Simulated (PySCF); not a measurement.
Arsenic: a sound run and one with changed settings

Sound run: As [Ar] 3d10 4s2 4p3, As+ [Ar] 3d10 4s2 4p2. Calculation: PySCF 2.14, in cc-pVTZ-PP with ECP10MDF; scalar relativity through the core potential. In the sound run the correlated levels freeze 3s2 3p6 3d10 outside the core potential. The sound run starts from symmetry-adapted Hartree-Fock orbitals and uses a fine grid where one is needed.

Changed run: initial guess 1e, at most 50 SCF cycles, level shift 0.5 hartree.

| species | method | sound run (hartree) | changed run (hartree) | converged |
| --- | --- | --- | --- | --- |
| As | UHF | -331.21015 | -331.21015 | yes |
| As | B3LYP | -332.46986 | -332.46986 | yes |
| As | LDA | -331.90473 | -331.90473 | yes |
| As | MP2 | -331.28157 | -331.25819 | yes |
| As | CCSD(T) | -331.29851 | -331.29851 | yes |
| As+ | UHF | -330.86383 | -330.86383 | yes |
| As+ | B3LYP | -332.10957 | -332.10957 | yes |
| As+ | LDA | -331.53765 | -331.53765 | yes |
| As+ | MP2 | -330.91787 | -330.90060 | yes |
| As+ | CCSD(T) | -330.93489 | -330.93489 | yes |

Ionisation energy of As:

```
 method  sound run (eV)  changed run (eV)
    UHF           9.424             9.424
  B3LYP           9.804             9.804
    LDA           9.989             9.989
    MP2           9.897             9.730
SCS-MP2           9.751             9.635
   CCSD           9.863             9.863
CCSD(T)           9.895             9.895
```

A level shift leaves the converged SCF energy unchanged but raises the virtual orbital energies, which shrinks MP2 if it is not removed.

For comparison, NIST gives 9.789 eV between the lowest levels.
